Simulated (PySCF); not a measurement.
Molfile (atoms numbered from 1):
```
C5H12O2Si
     RDKit          3D

 20 19  0  0  0  0  0  0  0  0999 V2000
   -2.5862    0.9194   -0.4217 C   0  0  0  0  0  0  0  0  0  0  0  0
   -1.4363    0.1229    0.1825 C   0  0  0  0  0  0  0  0  0  0  0  0
   -1.5885   -1.3698   -0.0896 C   0  0  0  0  0  0  0  0  0  0  0  0
   -0.0985    0.6452   -0.3291 C   0  0  0  0  0  0  0  0  0  0  0  0
    1.0967    0.1257    0.4178 C   0  0  0  0  0  0  0  0  0  0  0  0
    1.0671   -0.4282    1.4906 O   0  0  0  0  0  0  0  0  0  0  0  0
    2.2538    0.3588   -0.2130 O   0  0  0  0  0  0  0  0  0  0  0  0
    3.6781   -0.1606    0.6010 Si  0  0  0  0  0  4  0  0  0  0  0  0
   -2.6037    0.8191   -1.5200 H   0  0  0  0  0  0  0  0  0  0  0  0
   -2.5054    1.9923   -0.1860 H   0  0  0  0  0  0  0  0  0  0  0  0
   -3.5560    0.5641   -0.0415 H   0  0  0  0  0  0  0  0  0  0  0  0
   -1.4414    0.2690    1.2764 H   0  0  0  0  0  0  0  0  0  0  0  0
   -2.5431   -1.7476    0.3076 H   0  0  0  0  0  0  0  0  0  0  0  0
   -1.5749   -1.5746   -1.1736 H   0  0  0  0  0  0  0  0  0  0  0  0
   -0.7795   -1.9459    0.3824 H   0  0  0  0  0  0  0  0  0  0  0  0
   -0.0484    1.7463   -0.2502 H   0  0  0  0  0  0  0  0  0  0  0  0
    0.0435    0.4266   -1.4009 H   0  0  0  0  0  0  0  0  0  0  0  0
    3.8231    0.5458    1.9008 H   0  0  0  0  0  0  0  0  0  0  0  0
    3.6730   -1.6377    0.7669 H   0  0  0  0  0  0  0  0  0  0  0  0
    4.7572    0.2522   -0.3355 H   0  0  0  0  0  0  0  0  0  0  0  0
  1  2  1  0
  2  3  1  0
  2  4  1  0
  4  5  1  0
  5  6  2  0
  5  7  1  0
  7  8  1  0
  1  9  1  0
  1 10  1  0
  1 11  1  0
  2 12  1  0
  3 13  1  0
  3 14  1  0
  3 15  1  0
  4 16  1  0
  4 17  1  0
  8 18  1  0
  8 19  1  0
  8 20  1  0
M  END
```

- PBE0-D3(BJ)/def2-SVP structure
- σ from GIAO-CAM-B3LYP/pcSseg-1
- program: PySCF 2.14.0 with density-fitted response routines
- fast rotation and ring inversion assumed for equivalent nuclei, one conformer, non-relativistic, in vacuum

Referencing at the same level of theory: ¹³C, ¹H, ²⁹Si vs TMS; ¹⁷O against H2O.

```
                 atoms  nucleus  count  δ (ppm)
                    C4      ¹³C      1        ?
           H18/H19/H20       ¹H      3     4.70
                   Si8     ²⁹Si      1        ?
H9/H10/H11/H13/H14/H15       ¹H      6     0.96
                 C1/C3      ¹³C      2     23.4
                    O6      ¹⁷O      1    457.5
                    O7      ¹⁷O      1    203.3
                   H12       ¹H      1        ?
               H16/H17       ¹H      2     2.07
                    C5      ¹³C      1    185.5
                    C2      ¹³C      1     25.6
```

Problem. Estimate the values marked ?.

Solution. 
- C4: 45.0 ppm, sp3 CH2 α to a carbonyl; the adjacent C=O deshields it moderately
- H12: 1.95 ppm, hydrogen on an sp3 CH
- Si8: -37.1 ppm, silicon bonded to O, 3 H

Shifts are as computed, not scaled to solution data. Of 1211 compounds with measured shifts, 218 miss one by over three times the rms of a fit or turn the order of signals round; such compounds aren't used in these exercises. Unscaled 17O shifts of doubly bonded oxygen tend to come out too high, by tens of ppm or more. Experimental scales use liquid or dissolved standards, which lie at an offset from isolated H2O (liquid H2O: subtract about 36 ppm).
